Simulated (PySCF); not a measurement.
# Working out the excitation energy of Br

Br [Ar] 3d10 4s2 4p5 (2P) → Br [Ar] 3d10 4s1 4p5 5s1 (4P). Calculation: PySCF 2.14, in aug-cc-pVTZ-PP with ECP10MDF; a scalar-relativistic core potential. Frozen: 3s2 3p6 3d10. Energies in hartree (1 hartree = 27.21139 eV):

```csv
part,Br (lower),Br (upper)
UHF,-415.491803,-414.697536
MP2 opposite-spin,-0.106006,-0.156093
MP2 same-spin,-0.031085,-0.034631
```

Q: What does Hartree-Fock give?

A: (-414.697536) − (-415.491803) = 0.794267 hartree = 21.613 eV.

Q: What do MP2 and SCS-MP2 (6/5 opposite-spin, 1/3 same-spin) give?

A: The opposite-spin parts differ by -1.363 eV and the same-spin parts by -0.096 eV. MP2: 21.613 + (-1.363) + (-0.096) = 20.154 eV. SCS-MP2: 21.613 + 1.2 × (-1.363) + (-0.096)/3 = 19.945 eV.

The upper state lies above the first ionisation limit, where it may autoionise and the basis confines it. A Rydberg-like electron needs more diffuse functions than a valence basis has.
